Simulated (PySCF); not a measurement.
Species: C4H9NO2Si.
Geometry (GFN2-xTB, Å), atoms numbered from 1 in this order:
```
atom  x, y, z in Å
C1    -2.0282    0.6996   -1.1091
C2    -1.5818    0.2060    0.0464
C3    -2.4673   -0.1709    1.1676
N4    -3.7175   -0.0843    1.2582
O5    -0.2861   -0.0083    0.3264
Si6    1.0578    0.2120   -0.5467
O7     2.1224   -0.2523    0.5680
C8     3.5060   -0.2795    0.4374
H9    -3.0777    0.8548   -1.2814
H10   -1.3556    0.9580   -1.9048
H11   -1.9390   -0.5810    2.0239
H12   -4.1843    0.3053    0.4400
H13    1.0725   -0.6437   -1.7354
H14    1.2383    1.6142   -0.9297
H15    3.8112   -1.0276   -0.2985
H16    3.8896    0.6932    0.1203
H17    3.9329   -0.5350    1.4075
```

Computed, not measured: TDDFT CAM-B3LYP/def2-SVPD, vertical, gas phase, core orbitals frozen in the response in PySCF.

Transition dipole moments from the ground state, in atomic units and in the frame of the coordinates above (overall signs are arbitrary), for the states with f of 0.002 or more among the lowest 7:

| state | E (eV) | μx | μy | μz |
| --- | --- | --- | --- | --- |
| S1 | 4.565 | 0.015 | 0.157 | 0.058 |
| S2 | 5.348 | -0.097 | -0.356 | 0.928 |
| S3 | 6.608 | 0.026 | 0.218 | 0.078 |
| S4 | 7.084 | 0.012 | 0.231 | 0.097 |
| S5 | 7.297 | 0.028 | -0.162 | -0.076 |
| S7 | 7.445 | -0.762 | -0.033 | 0.239 |

(1) Work out the oscillator strengths.

(2) Which bond between heavy atoms lies closest to the direction of the S2 transition dipole?

(3) What angle do the transition dipoles of S4 and S7 make?

(4) How is the summed strength of these states shared among x, y and z?

(5) What peak molar absorption coefficient would the strongest computed level give as a lone Gaussian band 0.5 eV wide at half height?

## Answers

(1) f = (2/3) ΔE |μ|² with ΔE in hartree (27.2114 eV).

| state | \|μ\|² (au) | \|μ\| (D) | f |
| --- | --- | --- | --- |
| S1 | 0.028 | 0.43 | 0.003 |
| S2 | 0.997 | 2.54 | 0.131 |
| S3 | 0.054 | 0.59 | 0.009 |
| S4 | 0.063 | 0.64 | 0.011 |
| S5 | 0.033 | 0.46 | 0.006 |
| S7 | 0.639 | 2.03 | 0.117 |

(2) C1–C2, at 25° from it; next C2–C3 at 31°.

(3) |cos θ| = |μa·μb| / (|μa| |μb|) = 0.03, so θ ≈ 88° (taken between 0 and 90°, since the signs are arbitrary).

(4) (2/3) Σ ΔE μα² gives 0.108 for x, 0.041 for y and 0.127 for z, 0.276 in all.

(5) ε(max) = 2.175×10⁸ f / FWHM, with the width in cm⁻¹. S2: 2.175×10⁸ × 0.1306 / 4033 ≈ 7000 L mol⁻¹ cm⁻¹.

One conformer stands for the species.
